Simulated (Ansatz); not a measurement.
Compare A (`OBC(F)S`) with its isomer B (`FBOCS`).

Computed with Ansatz on PBE0-D4/def2-TZVP structures; ΔE is electronic, products minus reactants. CCSD(T)/CBS is the MP2 limit (def2-TZVPP, def2-QZVPP) plus CCSD(T) − MP2 in def2-TZVPP, frozen cores. DFT in def2-TZVPP. B3LYP here is the variant with VWN-RPA as its local correlation; programs differ in this. Each species was taken in one conformer, which may not be the lowest.

(1) Which isomer does CCSD(T)/CBS put lower? Give the gap. (Estimate.)

(2) Give E(B) − E(A) in kJ/mol with LDA (SPW92), PBE-D4, MP2/def2-TZVPP, B3LYP, CCSD/def2-TZVPP, B2PLYP, HF/def2-TZVPP. (An estimate is asked.)

(3) Does the order hold for the free energy at 298.15 K (harmonic terms from PBE0-D4)? (Best estimate.)

Largest T1 diagnostic: 0.013.

Results:

(1) Computed: B, by 138.9 kJ/mol.

(2) The calculation gave: LDA (SPW92) -129.6, PBE-D4 -128.0, MP2/def2-TZVPP -145.6, B3LYP -139.9, CCSD/def2-TZVPP -144.3, B2PLYP -142.5, HF/def2-TZVPP -157.8. None reverses the order clearly.

(3) Ansatz gave: Yes: G(B) − G(A) = -138.4 kJ/mol, for one conformer each.

From r2SCAN to r2SCAN0 (25 % exact exchange), in def2-TZVPP and without D4, E(B) − E(A) moves by −4.2 kJ/mol. In def2-TZVPP, CCSD(T) changes the Hartree–Fock value by +15.7 kJ/mol (the triples alone add +2.1 kJ/mol) and MP2 by +12.2 kJ/mol.
